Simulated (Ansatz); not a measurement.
CH$_{4}$AlBrO, 8 atoms. Total charge 0; spin multiplicity 1. Correlated methods include outer-core shells of Br, which these sets cover unevenly. Scalar relativity is left out up to krypton. The bonds changed during the relaxation, so this is another structure than the one it started from. All runs use 4 threads of an Arm Neoverse V1 on a shared host. Correlated methods freeze the cores.

**Question.** Give the basis size and wall time and peak host memory of each of these runs in Ansatz. RKS PBE0-D4/def2-SVP energy; RKS PBE0-D4/def2-TZVP frequencies; RKS PBE0-D4/def2-QZVPP energy; RHF-MP2/def2-QZVPP energy; RKS revPBE-D4/def2-TZVPP energy; RKS ωB97M-V/def2-QZVPP energy; RHF-CCSD(T)/def2-TZVPP energy; direct RPA on PBE orbitals/def2-TZVPP energy; RKS PBE-D4/def2-TZVPP energy and forces; RKS CAM-B3LYP-D4/def2-TZVPP energy; RHF-CCSD(T)/def2-SVP energy; RKS ωB97M-V/def2-SVP energy. (Best estimate.)

**Answer.** Computed: Other jobs shared the machine, so times are rough.

```
                                level                job  functions  wall time  peak host memory (GiB)
                 RKS PBE0-D4/def2-SVP             energy         98      1.1 s                     0.2
             RKS revPBE-D4/def2-TZVPP             energy        208      1.6 s                    0.26
                RKS PBE-D4/def2-TZVPP  energy and forces        208      1.9 s                    0.26
          RKS CAM-B3LYP-D4/def2-TZVPP             energy        208      2.9 s                    0.57
                 RHF-CCSD(T)/def2-SVP             energy         98      3.6 s                    0.37
direct RPA on PBE orbitals/def2-TZVPP             energy        208      3.9 s                    0.42
                 RKS ωB97M-V/def2-SVP             energy         98      4.7 s                     0.3
               RKS PBE0-D4/def2-QZVPP             energy        393      8.5 s                     1.4
               RKS ωB97M-V/def2-QZVPP             energy        393       19 s                     1.6
                   RHF-MP2/def2-QZVPP             energy        393       21 s                     1.9
               RHF-CCSD(T)/def2-TZVPP             energy        208       93 s                     2.8
                RKS PBE0-D4/def2-TZVP        frequencies        171      100 s                    0.44
```
